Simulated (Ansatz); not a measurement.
Computed with Ansatz on PBE0-D4/def2-TZVP structures; ΔE is electronic, products minus reactants. CBS: MP2 limit from def2 TZ/QZ plus the TZ coupled-cluster correction, frozen cores. Functionals use def2-TZVPP. B3LYP here is the variant with VWN-RPA as its local correlation; programs differ in this. For Br outer-core shells are correlated without core-valence functions, which leaves a few kJ/mol of doubt a bond. Scalar relativity is left out up to krypton. One conformer a species, not always the lowest.

Reaction (ligand exchange at the Si–O bond): `N[Si@H](Cl)O[Si@@H](N)O` + HBr → `N[SiH](O)Br` + `N[SiH](O)Cl`

`N[Si@H](Cl)O[Si@@H](N)O`:

Z-matrix (Å, degrees):
```
Si
O 1 1.633
O 1 1.641 2 111.2
N 1 1.702 2 110.8 3 117.4
H 1 1.478 2 103.4 3 -116.6
H 2 0.959 1 116.2 3 -71.0
Si 3 1.615 1 144.8 2 180.0
H 4 1.006 1 121.8 2 60.7
H 4 1.007 1 120.3 2 -148.4
N 7 1.695 3 110.2 1 60.5
Cl 7 2.065 3 111.3 1 -56.1
H 7 1.475 3 106.8 1 -171.2
H 10 1.006 7 121.6 3 48.6
H 10 1.005 7 121.8 3 -155.0
```

HBr:

Z-matrix (Å, degrees):
```
Br
H 1 1.420
```

`N[SiH](O)Br`:

Cartesian coordinates in Å:
```
N -0.813 0.358 -0.828
Si 0.275 0.160 0.462
O 0.283 -1.378 1.006
Br 2.244 0.783 -0.372
H -0.617 0.999 -1.578
H -1.799 0.185 -0.715
H 0.040 0.960 1.678
H 0.388 -2.069 0.348
```

`N[SiH](O)Cl`:

Z-matrix (Å, degrees):
```
Si
O 1 1.631
Cl 1 2.058 2 112.6
N 1 1.700 2 111.2 3 116.8
H 1 1.474 2 103.8 3 -116.0
H 2 0.960 1 116.7 3 -67.6
H 4 1.006 1 120.7 2 -147.4
H 4 1.007 1 121.4 2 60.6
```

(1) Is it downhill or uphill in electronic energy at CCSD(T)/CBS, and by how much? (Best estimate.)

(2) What do these levels give: PBE-D4, r2SCAN-D4, B3LYP-D4, B2PLYP, PBE, r2SCAN, B3LYP, HF/def2-TZVPP, MP2/def2-TZVPP, SCS-MP2/def2-TZVPP, CCSD(T)/def2-TZVPP, MP2/def2-QZVPP? (Best estimate.)

Largest T1 diagnostic among the species: 0.011.

## Answers

(1) The calculation gave: Uphill: ΔE = +26.9 kJ/mol.

(2) Ansatz gave: PBE-D4 16.2, r2SCAN-D4 24.6, B3LYP-D4 32.5, B2PLYP 26.5, PBE 10.7, r2SCAN 22.1, B3LYP 24.4, HF/def2-TZVPP 34.1, MP2/def2-TZVPP 25.9, SCS-MP2/def2-TZVPP 29.8, CCSD(T)/def2-TZVPP 31.8, MP2/def2-QZVPP 24.0 kJ/mol.

The D4 term adds +8.1 kJ/mol with B3LYP and +5.4 kJ/mol with PBE0; it sums over pairs of atoms, weighted by their polarisabilities, and B3LYP, whose exchange is more repulsive, gets the larger term. From PBE to PBE0 (25 % exact exchange), in def2-TZVPP and without D4, ΔE moves by +4.0 kJ/mol.
